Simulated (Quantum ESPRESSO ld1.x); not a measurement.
Fe, 26 electrons, occupied as [Ar] 3d4 4s2 5s2 (not the ground configuration). Calculated with ld1.x of Quantum ESPRESSO 7.5: scalar-relativistic Kohn-Sham, LDA (Slater exchange, Perdew-Zunger correlation), spin-polarised, spherical densities, point nucleus; open shells are filled with parallel spins first.

Radial electron density D(r) = 4 pi r^2 rho(r):

```
   r/bohr * D(r) (the largest magnitude, 35, reaches the edge; | marks zero)
  0.00403 |  *
 0.004654 |   *
 0.005418 |     *
 0.006257 |      *
 0.007226 |        *
 0.008412 |          *
 0.009715 |             *
  0.01122 |                *
  0.01306 |                    *
  0.01508 |                        *
  0.01742 |                             *
  0.02028 |                                  *
  0.02342 |                                      *
  0.02727 |                                           *
  0.03149 |                                              *
  0.03637 |                                                *
  0.04234 |                                                *
  0.04889 |                                               *
  0.05647 |                                             *
  0.06574 |                                         *
  0.07592 |                                       *
  0.08768 |                                     *
   0.1021 |                                       *
   0.1179 |                                          *
   0.1372 |                                               *
   0.1585 |                                                    *
    0.183 |                                                      *
   0.2131 |                                                    *
   0.2461 |                                              *
   0.2842 |                                     *
   0.3308 |                           *
   0.3821 |                     *
   0.4448 |                   *
   0.5137 |                     *
   0.5933 |                       *
   0.6907 |                        *
   0.7976 |                      *
   0.9212 |                  *
    1.072 |             *
    1.238 |        *
     1.43 |     *
    1.665 |   *
    1.923 |  *
    2.239 | *
    2.585 |*
    2.986 |*
    3.476 |*
    4.014 |*
    4.636 |*
    5.397 |*
    6.233 |*
    7.199 |*
     8.38 *
    9.678 *
    11.27 *
    13.01 *
    15.03 *
    17.49 *
```

D(r) has 4 maxima, at r = 0.0407, 0.186, 0.674, 5.57 bohr, and minima at 0.0891, 0.441, 3.92 bohr, inside which lie 2.12, 10.63, 24.10 electrons.
